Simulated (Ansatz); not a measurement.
Geometry optimisation, RHF/def2-SVP (Ansatz).

The input (input.yaml):

```yaml
crystal:
  periodic: [false, false, false]
  atoms:
    - { symbol: Sn, position_ang: [-0.133857, 0.184978, -0.068785] }
    - { symbol: O, position_ang: [-0.148325, -0.047555, 1.889022] }
    - { symbol: H, position_ang: [-0.954428, 0.118375, 2.357057] }
    - { symbol: H, position_ang: [1.49104, 0.406679, -0.499482] }
    - { symbol: H, position_ang: [-1.059694, 1.597888, -0.365999] }
    - { symbol: H, position_ang: [-0.882666, -1.151703, -0.813295] }
    - { symbol: S, position_ang: [1.717274, -2.709716, 1.147634] }
    - { symbol: H, position_ang: [0.651614, -3.508404, 1.242738] }
    - { symbol: H, position_ang: [1.219142, -1.781041, 2.02391] }
basis:
  gaussian: { orbitals: def2-SVP }
hamiltonian:
  xc: hf
relax:
  f_tol: 0.03
  max_steps: 50
```

Launched with:

```bash
$ ansatz run input.yaml --threads 1 --pin off --max-ram 2048MiB --backend cpu --events-out ev --progress --plain --runs-dir out
```

Q: Where does it end, and by what steps?

A: It converged. The force dipped under the threshold on the way, but the program's further checks kept it going. After 15 steps the energy has fallen by 0.068 eV; S7 moved furthest, 0.42 Å.

| step | energy less start (eV) | largest force component (eV/Å) | accepted |
| --- | --- | --- | --- |
| 0 | 0.0000 | 0.650 | yes |
| 1 | -0.0439 | 0.559 | yes |
| 2 | -0.0561 | 0.195 | yes |
| 3 | -0.0604 | 0.153 | yes |
| 4 | -0.0624 | 0.153 | yes |
| 5 | -0.0642 | 0.172 | yes |
| 6 | -0.0668 | 0.059 | yes |
| 7 | -0.0676 | 0.007 | yes |
| 8 | -0.0645 | 0.404 | no |
| 9 | -0.0678 | 0.008 | yes |
| 10 | -0.0667 | 0.249 | no |
| 11 | -0.0680 | 0.022 | yes |
| 12 | -0.0677 | 0.178 | no |
| 13 | -0.0682 | 0.036 | yes |
| 14 | -0.0682 | 0.076 | no |
| 15 | -0.0683 | 0.020 | yes |

```xyz
9
Properties=species:S:1:pos:R:3
Sn -0.228 0.314 -0.160
O -0.241 -0.188 1.759
H -0.716 0.369 2.357
H 1.387 0.630 -0.587
H -1.200 1.716 -0.298
H -0.901 -0.996 -1.013
S 1.853 -2.944 1.474
H 0.842 -3.807 1.354
H 1.103 -1.984 2.026
```

Whether the end is a true minimum wasn't checked by a vibrational analysis.

Run time: 14 s on 1 thread of AMD EPYC 9R45 96-Core Processor (Zen 5), with other jobs on the host, peak memory 0.19 GiB.
